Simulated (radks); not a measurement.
The numbers below are computed, except where a source is named.
Neutral erbium inside a hard spherical wall (all orbitals vanish at R), configuration held at [Xe] 4f12 6s2 and not refilled when levels cross. Code: a radial shooting solver on a logarithmic mesh with Libxc functionals. Model: scalar-relativistic Kohn-Sham, PBE, spin-polarised, spherical densities, point nucleus; open shells are filled with parallel spins first (spin-orbit coupling, left out, can overturn this in heavy ions). Eigenvalues in eV for spin up, with the zero of energy where the potential of the charges vanishes at infinity; a dash marks a level that is unbound or too diffuse for the functional's potential to be trusted. A positive occupied level is held by the wall or, in an anion where self-interaction has pushed it up, behind a barrier. The pressure on the wall is -dE/dV.

R (bohr)  E (hartree)  kinetic (hartree)    e(5s)    e(5p)   e(6s)   e(4f)  e(6p, empty)  e(5d, empty)  pressure (GPa)
free      -13086.3964          14189.831  -52.272  -26.676  -3.858  -3.851             -             -               0
20        -13086.3964          14189.831  -52.272  -26.676  -3.858  -3.851        -1.140        -0.969        < 0.0001
10        -13086.3942          14189.852  -52.122  -26.527  -3.740  -3.704        -0.790        -0.800          0.0511
8         -13086.3812          14189.935  -51.644  -26.056  -3.308  -3.236         0.074        -0.317           0.524
3.5       -13084.8956          14195.608  -41.503  -16.348  19.121   7.769        32.288        12.845             385
2.5       -13079.2276          14216.158  -23.824    2.879  78.480  28.991        103.74        40.207            4890
2         -13067.0289          14256.474    4.367   36.008  177.31  59.056        214.09        84.565           24600
1.5       -13021.4696          14395.224   96.940   144.35  462.76  132.70        518.84        217.66          184000
